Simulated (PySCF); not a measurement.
A side-by-side comparison of computed properties.

First species: C₂H₉N₃Si₂.
InChI=1S/C2H9N3Si2/c3-1-2-7(4)5-6/h5,7H,2,4H2,6H3/t7-/m1/s1

Second species: C6H7F2N.
Cartesian coordinates in Å at the GFN2-xTB level; atoms count from 1:
```
atom  x, y, z in Å
N1    -2.2827    2.4550   -0.5802
C2    -1.5436    1.7198   -0.1146
C3    -0.5993    0.7718    0.4484
F4    -0.5292    0.9854    1.8218
C5    -1.0087   -0.6853    0.1901
C6     0.3197   -1.4374    0.2411
C7     1.2899   -0.5005   -0.4751
F8     1.2076   -0.7113   -1.8386
C9     0.8126    0.9211   -0.1536
H10   -1.4546   -0.7638   -0.8024
H11   -1.7268   -1.0244    0.9347
H12    0.2710   -2.4068   -0.2510
H13    0.6434   -1.5717    1.2730
H14    2.3387   -0.6723   -0.2151
H15    0.7935    1.5214   -1.0638
H16    1.4611    1.4079    0.5739
```

Levels: CAM-B3LYP/def2-SVPD for HOMO energy, LUMO energy, HOMO–LUMO gap and static isotropic polarisability; TDDFT CAM-B3LYP/def2-SVPD for lowest singlet excitation; TDA CAM-B3LYP/def2-SVPD for lowest triplet excitation (Tamm–Dancoff). Geometries: GFN2-xTB. Each structure is a single optimised conformer of the isolated species, non-relativistic unless stated. Electronic properties by PySCF.

The conformers computed, where there is a choice (atom-mapped SMILES and torsion angles):
- `[N:1]#[C:2][CH2:3][Si@H:4]([NH2:5])[NH:6][SiH3:7]`: C2–C3–Si4–N5 -56°, C3–Si4–N6–Si7 -74°, H–N5–Si4–C3 -178°, H–N5–Si4–C3 45°

The conformers of `N#C[C@@]1(F)CC[C@@H](F)C1` aren't listed.

| property | column X | column Y |
| --- | --- | --- |
| HOMO energy | -9.00 eV | -10.98 eV |
| LUMO energy | 0.70 eV | 0.90 eV |
| HOMO–LUMO gap | 9.70 eV | 11.88 eV |
| lowest singlet excitation | 6.39 eV | 7.39 eV |
| lowest triplet excitation (Tamm–Dancoff) | 6.08 eV | 6.36 eV |
| static isotropic polarisability | 92.4 au | 70.7 au |

(1) Which column belongs to which species?

(2) How does each property change from the first species to the second?

## Answers

(1) Column X is the first species and column Y the second. The first has 16 atoms and 70 electrons, the second 16 and 68.

(2) HOMO energy -1.98 eV; LUMO energy +0.20 eV; HOMO–LUMO gap +2.18 eV; lowest singlet excitation +1.00 eV; lowest triplet excitation (Tamm–Dancoff) +0.28 eV; static isotropic polarisability -21.7 au.

On the first: The principal polarisabilities are 78.4, 84.4 and 114.3 au; their mean is the isotropic value. S1 lies 3.31 eV below the HOMO–LUMO gap; its leading configuration is HOMO→LUMO, weight 0.76.

On the second: The principal polarisabilities are 62.9, 65.7 and 83.6 au; their mean is the isotropic value. S1 lies 4.49 eV below the HOMO–LUMO gap; its leading configuration is HOMO→LUMO, weight 0.55.
